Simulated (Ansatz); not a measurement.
Reaction (ligand exchange at a Ge–N bond): `C[N]([SiH2]Cl)[GeH2][Cl]` + CH₃OH → `C[O][GeH2][Cl]` + `CN[SiH2]Cl`

Computed with Ansatz on PBE0-D4/def2-TZVP structures; ΔE is electronic, products minus reactants. CBS: MP2 limit from def2 TZ/QZ plus the TZ coupled-cluster correction, frozen cores. This one scheme is used for every species. DFT in def2-TZVPP. B3LYP here is the variant with VWN-RPA as its local correlation; programs differ in this. For Ge outer-core shells are correlated without core-valence functions, which leaves a few kJ/mol of doubt a bond. Scalar relativity is left out up to krypton. Each species was taken in one conformer, which may not be the lowest.

CCSD(T)/CBS gives -2.3 kJ/mol.

Q: Another level gave -7.6 kJ/mol. Which?
A. B2PLYP/def2-TZVPP
B. B3LYP-D4/def2-TZVPP
C. HF/def2-TZVPP
D. MP2/def2-TZVPP

A: B. B3LYP-D4 -7.6, B2PLYP -12.6, HF/def2-TZVPP -21.1, MP2/def2-TZVPP -0.4 kJ/mol.

Largest T1 diagnostic among the species: 0.011.

The D4 term adds +11.2 kJ/mol with B3LYP and +6.5 kJ/mol with PBE0; it sums over pairs of atoms, weighted by their polarisabilities, and B3LYP, whose exchange is more repulsive, gets the larger term. In def2-TZVPP, CCSD(T) changes the Hartree–Fock value by +18.1 kJ/mol (the triples alone add +2.3 kJ/mol) and MP2 by +20.7 kJ/mol.
